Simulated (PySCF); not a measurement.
B(F)(Me)(SMe) (C2H6BFS), SMILES CSB(C)F.

Coordinates come from a PBE0-D3(BJ)/def2-SVP optimisation. Other conformers were not sampled.

The numbers are results of TDA-B3LYP/def2-SVPD in PySCF, not measurements.

Vertical excitations. The molecule is in vacuum. State labels are in the subgroup Cs.

| state | symmetry | energy (eV) | λ (nm) | f | main pairs |
|---|---|---|---|---|---|
| S1 | A" | 6.21 | 200 | 0.003 | HOMO→LUMO+1 88 % |
| S2 | A' | 6.34 | 196 | 0.170 | HOMO→LUMO 91 % |
| S3 | A" | 6.58 | 188 | 0.019 | HOMO→LUMO+2 52 %, HOMO−1→LUMO 36 %, HOMO→LUMO+1 10 % |
| S4 | A" | 6.64 | 187 | 0.010 | HOMO−1→LUMO 60 %, HOMO→LUMO+2 36 % |
| S5 | A" | 7.38 | 168 | 0.015 | HOMO→LUMO+3 98 % |
| S6 | A' | 7.42 | 167 | 0.078 | HOMO−1→LUMO+1 97 % |
| S7 | A' | 7.70 | 161 | 0.037 | HOMO→LUMO+4 98 % |
| S8 | A' | 7.79 | 159 | 0.032 | HOMO−1→LUMO+2 96 % |
| S9 | A" | 7.91 | 157 | 0.000 | HOMO→LUMO+5 84 % |
| S10 | A" | 8.19 | 151 | 0.042 | HOMO→LUMO+6 82 % |
| T1 | A' | 5.01 | 247 | 0 | HOMO→LUMO 99 % |
| T2 | A" | 5.82 | 213 | 0 | HOMO→LUMO+1 62 %, HOMO→LUMO+2 26 % |
| T3 | A" | 6.14 | 202 | 0 | HOMO−1→LUMO 93 % |
| T4 | A" | 6.39 | 194 | 0 | HOMO→LUMO+2 63 %, HOMO→LUMO+1 31 % |
Triplets are in the Tamm–Dancoff approximation.
